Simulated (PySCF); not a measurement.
C6H6ClN2 (doublet state).
Atom-mapped SMILES: `[CH3:1][CH2:2][C@H:3]([Cl:4])[C:5]([C:6]#[N:7])[C:8]#[N:9]` (hydrogens: H10, H11, H12 on C1; H13, H14 on C2; H15 on C3)

Geometry (GFN2-xTB, Å), atoms numbered from 1 in this order:
```
atom  x, y, z in Å
C1    -2.2340   -0.2823   -0.0532
C2    -0.7601   -0.6344   -0.2036
C3     0.1437    0.5359    0.1547
Cl4   -0.0894    1.8993   -1.0477
C5     1.5939    0.2378    0.0604
C6     2.4976    0.8624    0.9068
N7     3.2336    1.3771    1.6305
C8     2.0892   -0.6118   -0.9182
N9     2.4994   -1.3276   -1.7238
H10   -2.8477   -1.1433   -0.3027
H11   -2.4563    0.0142    0.9694
H12   -2.5015    0.5352   -0.7172
H13   -0.5108   -1.4632    0.4651
H14   -0.5520   -0.9537   -1.2269
H15   -0.1100    0.9624    1.1281
```

The hyperfine couplings belong to this conformer and change with its torsions.

Computed, not measured: UKS B3LYP, pcH-1 on C Cl H N, non-relativistic, mean-field spin-orbit, GIAO in PySCF. Geometry: GFN2-xTB, one conformer, isolated molecule. Couplings are sensitive to structure, and on GFN2-xTB geometries they can be far from those on DFT ones. Stability of the SCF solution: not tested.

**Question.** Match the computed a_iso(13C) values +63.5, -51.7, -14.7, +6.0, +1.7 MHz (means over equivalent nuclei) with the sites C1; C2; C3; C5; C6/C8.

**Answer.** 
```csv
site,a_iso (MHz),ρ(0) (bohr⁻³),position,distance from C5 (Å),spin population,largest |T| (MHz)
C1,+1.7,+0.0015,3 bonds from C5,3.86,0.00,0.8
C2,+6.0,+0.0053,2 bonds from C5,2.52,+0.01,2.5
C3,-14.7,-0.0131,1 bond from C5,1.48,-0.06,2.1
C5,+63.5,+0.0566,largest spin population,0.00,+0.69,117.2
C6/C8,-51.7,-0.0460,1 bond from C5,1.39,-0.17,17.9
```

ρ(0) is the spin density at the nucleus and T the dipolar tensor; a_iso includes a spin–orbit part; entries for several nuclei are means. Largest spin populations (Mulliken): C5 (+0.69), N7 (+0.31), N9 (+0.30) and C6 (-0.18). Three atoms exceed +0.15. The positive populations add up to 1.40 and the negative ones to -0.40, together 2S = 1. The angles at C5 add up to 359.9°, so it is planar.

Means are taken over nuclei equivalent by connectivity, which assumes that they swap fast.
